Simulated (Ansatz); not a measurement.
Computed with Ansatz on PBE0-D4/def2-TZVP structures; ΔE is electronic, products minus reactants. CBS: MP2 limit from def2 TZ/QZ plus the TZ coupled-cluster correction, frozen cores. This one scheme is used for every species. Functionals use def2-TZVPP.

`C#[C][AlH2]` + `[SiH3]N[SiH3]` → `[AlH2][N]([SiH3])[SiH3]` + acetylene  (ligand exchange at the Al–C bond)

CCSD(T)/CBS gives -45.1 kJ/mol.

Problem. Another level gave -42.1 kJ/mol. Which?
A. PBE/def2-TZVPP
B. LDA (SPW92)/def2-TZVPP
C. PBE0-D4/def2-TZVPP
D. BLYP/def2-TZVPP

Solution. C. PBE0-D4 -42.1, PBE -36.6, BLYP -31.3, LDA (SPW92) -48.9 kJ/mol.

Largest T1 diagnostic among the species: 0.013.

The D4 term adds −9.6 kJ/mol with B3LYP and −5.3 kJ/mol with PBE0; it sums over pairs of atoms, weighted by their polarisabilities, and B3LYP, whose exchange is more repulsive, gets the larger term. Leaving LDA and LC-ωPBE aside and taking each functional with its dispersion term where it has one, the values, not all of them listed here, spread over 8.0 kJ/mol, from ωB97M-V to B97M-V. LDA lies −12.2 kJ/mol from PBE without D4.

B3LYP here is the variant with VWN-RPA as its local correlation; programs differ in this.
